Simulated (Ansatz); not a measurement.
Ansatz (a quantum-chemistry and plane-wave program) input (B3LYP-D3(BJ)/def2-TZVP):

Ansatz 0.2 input:
```yaml
crystal:
  periodic: [false, false, false]
  atoms:
    - {symbol: Re, position_ang: [-0.62411493, -0.29741508, -0.50306285]}
    - {symbol: O, position_ang: [0.64840436, 0.34731527, 0.47235498]}
basis:
  gaussian:
    orbitals: def2-TZVP
hamiltonian:
  xc: b3lyp
  dispersion: d3bj
magnetization: {spin_polarized: true, initial_magnetization: 3}
relax: {f_tol: 0.002, max_steps: 150}
```

Output:

```
Functional definition: B3LYP
integrals: 0.01 GiB planned
528 factors; their error is unknown
mean field: 0.20 GiB planned
mean field evaluation 1: about -4168.0684 eV, gradient 4.7e1 eV
mean field evaluation 2: about -4001.2744 eV, gradient 1.7e2 eV
mean field evaluation 4: about -4176.2011 eV, gradient 7.1e0 eV
mean field evaluation 8: about -4176.4353 eV, gradient 2.3e-1 eV
mean field evaluation 16: about -4176.4449 eV, gradient 1.6e-3 eV
mean field evaluation 32: about -4175.9789 eV, gradient 4.2e0 eV
mean field -4176.44488391 eV, -153.4815185876 hartree, gradient 9.0e-6 eV, S^2 3.789302; 4 other end points of the search recorded, 0 dependent functions left out
the calculation of the forces begins
reference -4176.44506326 eV, -153.4815251786 hartree; 13, 10 occupied and 58, 61 virtual orbitals, 528 factors
relax step   1: F+E_penalty+E_count = -4176.48502426 eV  Δ(F+E_penalty+E_count) = +0.000e0 eV  max|allowed force component| = 1.488e0 eV/Å  Δτ_max = 0.0000 Å  (100 SCF iters, accepted)
these checks for a lower state are left out or cut short: starts, cluster_reference, orbital_swaps, neighbouring_geometries, increment
integrals: 0.01 GiB planned
528 factors; their error is unknown
mean field: 0.20 GiB planned
mean field -4176.48590740 eV, -153.4830261730 hartree, gradient 2.0e-5 eV, S^2 3.781231; 0 other end points of the search recorded, 0 dependent functions left out
the calculation of the forces begins
reference -4176.48608694 eV, -153.4830327712 hartree; 13, 10 occupied and 58, 61 virtual orbitals, 528 factors
relax step   2: F+E_penalty+E_count = -4176.52605315 eV  Δ(F+E_penalty+E_count) = -4.103e-2 eV  max|allowed force component| = 1.477e-1 eV/Å  Δτ_max = 0.0180 Å  (50 SCF iters, accepted)
these checks for a lower state are left out or cut short: starts, cluster_reference, orbital_swaps, neighbouring_geometries, increment
integrals: 0.01 GiB planned
528 factors; their error is unknown
mean field: 0.20 GiB planned
mean field -4176.48626250 eV, -153.4830392227 hartree, gradient 2.5e-5 eV, S^2 3.780539; 0 other end points of the search recorded, 0 dependent functions left out
the calculation of the forces begins
reference -4176.48644206 eV, -153.4830458214 hartree; 13, 10 occupied and 58, 61 virtual orbitals, 528 factors
relax step   3: F+E_penalty+E_count = -4176.52640898 eV  Δ(F+E_penalty+E_count) = -3.558e-4 eV  max|allowed force component| = 7.805e-3 eV/Å  Δτ_max = 0.0019 Å  (45 SCF iters, accepted)
these checks for a lower state are left out or cut short: starts, cluster_reference, orbital_swaps, neighbouring_geometries, increment
integrals: 0.01 GiB planned
528 factors; their error is unknown
mean field: 0.20 GiB planned
mean field evaluation 64: about -4176.4863 eV, gradient 2.2e-5 eV
mean field -4176.48626343 eV, -153.4830392568 hartree, gradient 2.2e-5 eV, S^2 3.780583; 0 other end points of the search recorded, 0 dependent functions left out
the calculation of the forces begins
reference -4176.48644298 eV, -153.4830458555 hartree; 13, 10 occupied and 58, 61 virtual orbitals, 528 factors
relax step   4: F+E_penalty+E_count = -4176.52640986 eV  Δ(F+E_penalty+E_count) = -8.807e-7 eV  max|allowed force component| = 2.512e-3 eV/Å  Δτ_max = 0.0001 Å  (48 SCF iters, accepted)
these checks for a lower state are left out or cut short: starts, cluster_reference, orbital_swaps, neighbouring_geometries, increment
integrals: 0.01 GiB planned
528 factors; their error is unknown
mean field: 0.20 GiB planned
mean field -4176.48626352 eV, -153.4830392601 hartree, gradient 1.1e-5 eV, S^2 3.780572; 0 other end points of the search recorded, 0 dependent functions left out
the calculation of the forces begins
reference -4176.48644307 eV, -153.4830458588 hartree; 13, 10 occupied and 58, 61 virtual orbitals, 528 factors
relax step   5: F+E_penalty+E_count = -4176.52640996 eV  Δ(F+E_penalty+E_count) = -1.016e-7 eV  max|allowed force component| = 1.072e-6 eV/Å  Δτ_max = 0.0000 Å  (34 SCF iters, accepted)
integrals: 0.01 GiB planned
528 factors; their error is unknown
mean field: 0.20 GiB planned
mean field evaluation 96: about -4176.4863 eV, gradient 2.8e-5 eV
mean field -4176.48626352 eV, -153.4830392601 hartree, gradient 1.1e-5 eV, S^2 3.780572; 6 other end points of the search recorded, 0 dependent functions left out
the calculation of the forces begins
reference -4176.48644307 eV, -153.4830458588 hartree; 13, 10 occupied and 58, 61 virtual orbitals, 528 factors
Total energy: -4176.52658952 eV, -153.4845212134 hartree
Atom 0 at    -0.609581    -0.290051    -0.491922 Å, force    -0.000001    -0.000001    -0.000001 eV/Å
Atom 1 at     0.633871     0.339952     0.461215 Å, force     0.000001     0.000001     0.000001 eV/Å
Dipole moment:    -0.389769    -0.197479    -0.298768 e Å
```

The spin state was set by rule; other spins were not relaxed.
